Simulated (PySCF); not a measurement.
## Polarisability and C₆ of Br (bromine, neutral)

[Ar] 3d10 4s2 4p5, 2P determinant. Computed with PySCF 2.14 in aug-cc-pVQZ-PP with ECP10MDF (7s6p5d3f2g, 89 functions), with scalar relativity through the core potential. Coupled (time-dependent) response in atomic units; α is the mean over directions.

```
method  mean α (bohr³)         α xx, yy, zz  C₆ (like pair)  S(−4)
   UHF           20.30  18.60, 21.15, 21.15           161.8  91.88
   PBE           22.60  20.30, 23.75, 23.75           183.8  128.1
  PBE0           21.55  19.51, 22.57, 22.57           173.6  110.5
 M06-L           21.32  19.14, 22.41, 22.41           175.6  101.2
```

S(−4) is the Cauchy moment in α(ω) = α(0) + S(−4) ω² + …

Reference α: 21 ± 1 bohr³ (recommended; Schwerdtfeger and Nagle, table of static dipole polarizabilities (2023 update)). Published C₆: 162.0 (Chu and Dalgarno (2004); Tang, Norbeck and Certain (1976)).

Spin-orbit coupling is absent.

α(iu) at UHF:

```csv
u (hartree),α(iu) (bohr³)
0,20.30
0.0500,20.08
0.100,19.44
0.200,17.33
0.300,14.83
0.500,10.46
0.750,6.884
1.00,4.759
1.50,2.614
2.00,1.649
3.00,0.8426
5.00,0.3581
```

A single London oscillator, α(iu) = α/(1 + u²/ω²), gives C₆ = (3/4) ω α². Matching the computed C₆ needs ω = 4 × 161.8 / (3 × 20.30²) = 0.524 hartree.

The components differ because the open shell of this determinant is not spherical; for a pure term their mean is the scalar polarisability.

Energies and moments cover only the electrons outside the core potential.
